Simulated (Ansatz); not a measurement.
Ansatz results at the PBE0-D4/def2-TZVP geometry: HOMO energy (PBE0/def2-TZVPP) -7.39 eV; HOMO–LUMO gap (ωB97M-V/def2-TZVPP) 10.64 eV; size of the dipole moment (B3LYP/def2-TZVPP) 1.70 D.

Each molecule was computed in one conformer, which needn't be the lowest.

(1) Which molecule gave them?
A. `C=C[SiH2]S[SiH3]`
B. `C=C[Si@H](Cl)C#C[Si@H](C)Cl`
C. `[NH2][GeH2][O][SiH](N)Cl`
D. `S[SiH]1C[SiH2]C1`

Results:

(1) A. The others give `S[SiH]1C[SiH2]C1`: -7.24, 10.99, 0.83; `[NH2][GeH2][O][SiH](N)Cl`: -7.62, 11.94, 2.08; `C=C[Si@H](Cl)C#C[Si@H](C)Cl`: -8.27, 11.09, 0.40.

B3LYP here is the variant with VWN-RPA as its local correlation; programs differ in this.
